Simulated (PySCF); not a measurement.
Species: C3H2FNSe.
Bonds: F1–C2, C2–C3 (aromatic), C3–C4 (aromatic), C4–Se5 (aromatic), Se5–N6 (aromatic), C2–N6 (aromatic). Hydrogens: H7 on C3; H8 on C4.

Method: MP2 and CCSD/aug-cc-pVDZ in PySCF, restricted Hartree–Fock reference, frozen core, non-relativistic, gas phase, PBE0-D3(BJ)/def2-SVP geometry.

E(HF) = -2668.46480 Eh.

(1) How large is the problem?

(2) What are the MP2 and CCSD correlation energies?

(3) What is the T1 diagnostic?

(4) How does correlation change the dipole moment?

Answers

(1) 169 basis functions and 70 electrons; 14 orbitals frozen, which leaves o = 21 correlated occupied and v = 134 virtual orbitals. That is o·v = 2814 singles and o·v(o·v + 1)/2 = 3960705 distinct closed-shell doubles amplitudes before symmetry; the costliest CCSD step grows as o²v⁴ = 1.4 × 10^11.

(2) MP2 -0.9179 Eh and CCSD -0.9361 Eh, which gives totals of -2669.38274 and -2669.40090 Eh. That is 0.606 eV for each correlated electron at CCSD (2458 kJ/mol in all, 0.035 % of the total energy); MP2 gives 98.1 % of the CCSD value.

(3) 0.0147, below the customary warning level of 0.02. It is the norm of the spatial-orbital singles amplitudes over the root of the number of correlated electrons, so the norm is 0.095.

(4) HF gives 3.67 D and CCSD (unrelaxed density) 3.25 D, a change of -0.42 D.

Connected triples and the basis-set limit are missing.

The job also held the EOM ionisation roots. Hardware: Arm Neoverse V1, one thread, no GPU, shared host with 32 logical CPUs at a one-minute load of 24. Cost: 15 min wall, 3.0 GiB resident at most.
